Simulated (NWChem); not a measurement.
# Basis-set convergence for H4Sn

SMILES: [SnH4]
```xyz
5

Sn     0.0000     0.0000     0.0000
H      1.3970     0.0000     0.9878
H     -1.3970     0.0000     0.9878
H      0.0000    -1.3970    -0.9878
H      0.0000     1.3970    -0.9878
```
Charge 0, spin multiplicity 1.

All runs are NWChem calculations. All single points use one geometry, from PBE0/def2-SVP with def2 effective core potentials on Sn, a minimum by its harmonic frequencies.

Quantity: first vertical ionisation energy at the level G0W0@PBE.

Effective core potentials replace the inner electrons of Sn; spin-orbit coupling is left out. GW and range-separated runs recompute their integrals, the others keep them in memory, which bears on the times. The structure started from a generated list of species.

Relative cost: rough, from shared machines, SCF included, def2-SVP = 1.

```tsv
basis	functions	first vertical ionisation energy (eV)	relative cost
def2-SVP	46	…	1
def2-SVPD	64	10.94	under 3
def2-TZVP	74	11.03	under 3
def2-TZVPD	92	11.04	under 3
def2-TZVPP	106	…	3
def2-QZVP	202	…	20
```

Q: Fill in the missing entries.

A: 
- def2-SVP, first vertical ionisation energy (eV): 10.92
- def2-TZVPP, first vertical ionisation energy (eV): 11.15
- def2-QZVP, first vertical ionisation energy (eV): 11.26
